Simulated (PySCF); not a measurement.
SMILES SCCc1ccccc1 (C₈H₁₀S), GFN2-xTB optimised geometry.

```
19

S     -2.48    -1.52    -2.62
C     -1.47    -2.52    -1.48
C     -1.45    -1.95    -0.06
C     -0.70    -0.66     0.00
C     -1.37     0.56     0.00
C     -0.66     1.75     0.00
C      0.72     1.74     0.00
C      1.40     0.53     0.00
C      0.69    -0.66     0.00
H     -1.79    -0.39    -2.46
H     -0.46    -2.59    -1.89
H     -1.93    -3.51    -1.49
H     -0.97    -2.69     0.59
H     -2.48    -1.81     0.28
H     -2.45     0.57     0.00
H     -1.20     2.69     0.00
H      1.27     2.67     0.00
H      2.48     0.52     0.00
H      1.23    -1.60     0.00
```

Density from PySCF with CAM-B3LYP/def2-SVP at that geometry.

Minimum of the electron density along straight lines between bonded atoms, close to the bond critical point (lines longer than 1.1 times the sum of covalent radii, or with two minima, are not listed):

```csv
bond,length / Å,ρ at the minimum / e bohr⁻³,∇²ρ there / e bohr⁻⁵,position (fraction from the first atom)
S1–C2,1.827,0.178,…,0.54
C2–C3,1.528,0.245,-0.56,0.51
C3–C4,1.503,0.258,…,0.49
C4–C5,1.389,0.313,-0.80,0.50
C5–C6,1.384,0.315,-0.82,0.50
C6–C7,1.384,0.315,-0.82,0.50
C7–C8,1.385,0.314,-0.82,0.50
C4–C9,1.390,0.312,-0.80,0.50
C8–C9,1.383,0.315,-0.82,0.50
S1–H10,1.332,…,-0.23,0.49
C2–H11,1.090,0.281,-1.06,0.64
C2–H12,1.090,0.280,-1.06,0.64
C3–H13,1.093,0.276,-1.01,0.63
C3–H14,1.091,0.278,-1.04,0.63
C5–H15,1.081,0.284,-1.09,0.63
C6–H16,1.080,0.284,-1.09,0.63
C7–H17,1.080,0.284,-1.09,0.63
C8–H18,1.080,0.284,-1.09,0.63
C9–H19,1.081,0.283,-1.08,0.63
```

Problem. Complete the blanks.

Solution. 
- S1–C2, ∇²ρ there / e bohr⁻⁵: -0.32
- C3–C4, ∇²ρ there / e bohr⁻⁵: -0.62
- S1–H10, ρ at the minimum / e bohr⁻³: 0.218
